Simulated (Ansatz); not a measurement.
The same path of C$_{2}$H$_{8}$OSeSi$_{2}$ (14 atoms, charge 0, multiplicity 1) was run twice with different band settings. The coordinate that changes most is the dihedral H9–C1–O2–Si3.

All numbers below come from Ansatz 0.2.0, RHF/def2-SVP.

Relaxed end points:

```xyz
14
Properties=species:S:1:pos:R:3
C -1.907 -1.681 -0.327
O -0.640 -1.154 -0.568
Si 0.298 -0.174 0.361
C 2.053 0.019 -0.320
Se 2.415 1.912 0.201
Si 0.111 2.173 0.333
H -2.143 -2.399 -1.111
H -1.951 -2.197 0.636
H -2.672 -0.900 -0.336
H 0.319 -0.676 1.759
H 2.104 -0.067 -1.404
H 2.806 -0.631 0.124
H -0.479 2.833 -0.855
H -0.328 2.914 1.537
```

```xyz
14
Properties=species:S:1:pos:R:3
C -1.824 -1.801 -0.133
O -0.560 -1.267 -0.375
Si 0.260 -0.078 0.411
C 2.071 0.041 -0.128
Se 2.341 2.014 0.017
Si 0.030 2.202 -0.130
H -2.613 -1.078 -0.361
H -1.965 -2.671 -0.772
H -1.935 -2.117 0.908
H 0.152 -0.277 1.878
H 2.233 -0.264 -1.160
H 2.787 -0.472 0.511
H -0.446 2.578 -1.481
H -0.544 3.159 0.844
```

Common settings: movable images 7; climbing image yes; spring 5.0 eV/Å²; optimiser quadratic models (default); start path IDPP; force threshold 0.05 eV/Å; end points relaxed.

| run | iteration limit |
| --- | --- |
| 1 | 60 |
| 2 | 6 |

(1) What does each run give, and how far can it be trusted?

Results:

(1) Run 1: converged after 4 iterations, highest image 0.023 eV above the first end. A vibrational analysis at the climbing image gives one clearly imaginary mode, 97i cm⁻¹: a first-order saddle point.
Run 2: converged after 4 iterations, highest image 0.023 eV above the first end. Another band between the same ends (7 images) ends at a top of the same energy, where a vibrational analysis finds 1 clearly imaginary mode.
